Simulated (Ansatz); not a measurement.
FH$_{4}$NO$_{2}$Si, SMILES `N[Si](O)(O)F`, relaxed with RKS PBE0-D4/def2-TZVP in the Gaussian-basis code of Ansatz from a GFN2-xTB geometry. The force threshold is 0.005 eV/Å; the program also tests the step.

The species carries charge 0 and has multiplicity 1.

Start:

```xyz
9

N    -0.518   -0.016   -1.347
Si    0.209   -0.041    0.202
O    -0.081    1.271    1.104
O    -0.326   -1.339    0.987
F     1.821   -0.112    0.048
H    -1.084   -0.807   -1.603
H     0.040    0.276   -2.132
H     0.199    2.130    0.803
H    -0.260   -1.363    1.938
```

```
         step  energy (eV)  largest force (eV/Å)  largest move (Å)
            1  -16241.7596                 0.850             0.000
            2  -16241.7759                 0.550             0.018
            3  -16241.7966                 0.207             0.055
            4  -16241.8193                 0.303             0.149
            5  -16241.8264                 0.240             0.043
            6  -16241.8331                 0.172             0.062
            7  -16241.8427                 0.149             0.149
 8 (rejected)  -16241.8320                 1.003             0.195
            9  -16241.8505                 0.094             0.098
           10  -16241.8544                 0.102             0.100
           11  -16241.8565                 0.054             0.066
           12  -16241.8568                 0.089             0.043
13 (rejected)  -16241.8568                 0.069             0.032
           14  -16241.8571                 0.075             0.016
           15  -16241.8572                 0.027             0.008
           16  -16241.8573                 0.007             0.011
           17  -16241.8573                 0.004             0.005
```

End:

```xyz
9

N    -0.363    0.009   -1.377
Si    0.260   -0.059    0.193
O    -0.205    1.187    1.136
O    -0.178   -1.402    0.998
F     1.841   -0.024   -0.003
H    -1.346   -0.111   -1.552
H     0.197   -0.309   -2.150
H    -0.050    2.071    0.798
H    -0.154   -1.361    1.955
```

Hardware: 2 threads of an AMD EPYC 7R13 on a shared host and a share of an NVIDIA H100 80 GB. Wall time 37 s, peak host memory 0.89 GiB.
